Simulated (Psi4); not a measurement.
difluoromethane (CH$_{2}$F$_{2}$), singlet, at a GFN2-xTB geometry. Base run: SVWN/def2-SVP in Psi4.

Psi4 was given this input:
```
memory 2 GB

molecule mol {
0 1
C     0.019689    0.006314    0.498892
F    -0.039942    1.084530   -0.301457
F     0.017147   -1.091841   -0.276164
H    -0.872978   -0.009661    1.139088
H     0.960006    0.037573    1.066152
}

set {
  basis def2-svp
  reference rks
}

energy('svwn')
print_variables()
```

The base run was repeated with changes; each row names its change, and settings that it needs were set with it.

```
change               basis functions      E (Eh)  dipole (D)
-------------------  ---------------  ----------  ----------
base                              52  -237.67887        1.70
basis = 3-21G                     31  -236.55650        1.65
basis = def2-SV(P)                46  -237.67473        1.70
basis = 6-31G*                    49  -237.85062        1.56
basis = cc-pVDZ                   52         [?]         [?]
basis = 6-31G**                   55  -237.85306        1.56
basis = 6-31+G*                  [?]         [?]         [?]
basis = 6-311G**                  66  -237.93349        1.78
basis = def2-SVPD                 82  -237.70653        1.86
basis = aug-pcseg-1              [?]         [?]         [?]
basis = pcseg-2                  118  -237.97340        1.84
basis = def2-TZVPP               [?]         [?]        1.77
basis = cc-pVQZ                  225  -237.98658        1.77
```

Question: Complete the blanks.

Answer: 
- basis = cc-pVDZ, E (Eh): -237.86351
- basis = cc-pVDZ, dipole (D): 1.62
- basis = 6-31+G*, basis functions: 61
- basis = 6-31+G*, E (Eh): -237.87835
- basis = 6-31+G*, dipole (D): 1.95
- basis = aug-pcseg-1, basis functions: 87
- basis = aug-pcseg-1, E (Eh): -237.83664
- basis = aug-pcseg-1, dipole (D): 1.82
- basis = def2-TZVPP, basis functions: 121
- basis = def2-TZVPP, E (Eh): -237.97698

Totals compare only among sets that treat the same electrons; sets with core potentials leave the core out.
